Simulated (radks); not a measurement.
Results of a calculation; reference values are marked as such.
Q: These are the eigenvalues of the occupied orbitals of an atom or ion with whole-number occupations (hartree). Level of theory: Dirac Kohn-Sham, BP86, spin-unpolarised, spherical densities, finite nucleus; Fermi nuclear charge, rms radius of each element as measured or else 0.836 A^(1/3) + 0.57 fm (a radial shooting solver on a logarithmic mesh with Libxc functionals).

1s1/2: -656.4863
2s1/2: -92.32037
2p1/2: -84.64542
2p3/2: -81.48885
3s1/2: -16.44551
3p1/2: -13.58932
3p3/2: -13.08626
3d3/2: -8.05248
3d5/2: -7.96049
4s1/2: -3.51527
4p1/2: -2.72631
4p3/2: -2.65541

Which element is it, and in what charge state? The configuration may be excited. Open shells, if any, fill j = l - 1/2 first.

A: Z = 40, zirconium, charge +4: Zr4+ in [Kr]. The list shows which subshells hold electrons but not how many an open one holds; the 1s level, -656.49 hartree, gives Z - s = 36.2 by -(Z - s)^2/2, which with screening and relativity narrows Z to a few neighbours, and the depths of the outer levels then fix element, charge and occupations together.
